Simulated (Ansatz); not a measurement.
In₆Sb₄Br₆. The state is a singlet with charge 0. Geometry PBE-D4/def2-SVP, basis def2-SVP, Ansatz.

```xyz
16

In    2.9432    2.5025   -1.2445
In   -3.2004    0.7174   -1.2694
In    1.0196   -2.1471    2.1508
In   -1.7220    0.2841    1.6099
In   -0.6757   -1.9078   -3.3650
In   -0.2221    3.4055    1.6113
Sb    0.1549    0.7951   -1.2630
Sb    2.0912   -1.3555   -1.2607
Sb    1.8720    0.4094    1.0696
Sb    0.5143   -3.6155   -0.2543
Br    2.8812   -3.0071    3.6497
Br   -1.9736    3.3631   -0.7071
Br    1.7977    4.7169    0.1475
Br   -2.3352    0.3092   -4.0388
Br   -1.2121   -1.8926    3.5884
Br   -1.9330   -2.5776   -0.4245
```

```json
{"run": "A", "HOMO (eV)": "-5.47", "LUMO (eV)": "-3.96"}
{"run": "B", "HOMO (eV)": "-7.49", "LUMO (eV)": "-0.94"}
{"run": "C", "HOMO (eV)": "-5.98", "LUMO (eV)": "-3.42"}
{"run": "D", "HOMO (eV)": "-5.20", "LUMO (eV)": "-3.90"}
```

In the def2 sets In, Sb take a core potential; there is no spin–orbit coupling. Single mean-field runs in def2-SVP are fitted with def2-universal-jkfit. Another isomer (singlet) lies 0.52 eV lower at PBE0-D4/def2-TZVP; other spin states weren't run for this one.

Problem. The runs used HF, PBE, PBE0, r2SCAN. Estimate which is which.

Solution. A r2SCAN (0 % exact exchange); B HF (100 % exact exchange); C PBE0 (25 % exact exchange); D PBE (0 % exact exchange). Exact exchange lowers occupied and raises empty levels; among semilocal functionals meta-GGAs tend to open the gap a little, and such runs are hard to tell apart. The gap grows from 1.31 eV (PBE) to 6.56 eV (HF).
